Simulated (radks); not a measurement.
Results of a calculation; reference values are marked as such.
All-electron atom: Nb0.25- in [Kr] 4d(up 2, down 2) 5s(up 0.75, down 0.5) (fractional occupations, a model configuration). Code: a radial shooting solver on a logarithmic mesh with Libxc functionals. Model: scalar-relativistic Kohn-Sham, PBEsol, spin-polarised, spherical densities, point nucleus.

X-ray form factor f0, the Fourier transform of the density (f0(0) = 41.25):

sin(theta)/lambda (1/angstrom)  f0 (electrons)
0.05                                    40.126
0.1                                     37.605
0.15                                    34.841
0.2                                     32.246
0.25                                    29.869
0.3                                     27.717
0.4                                     24.113
0.5                                     21.345
0.6                                     19.140
0.8                                     15.508
1                                       12.419
1.25                                     9.446
1.5                                      7.527
2                                        5.675
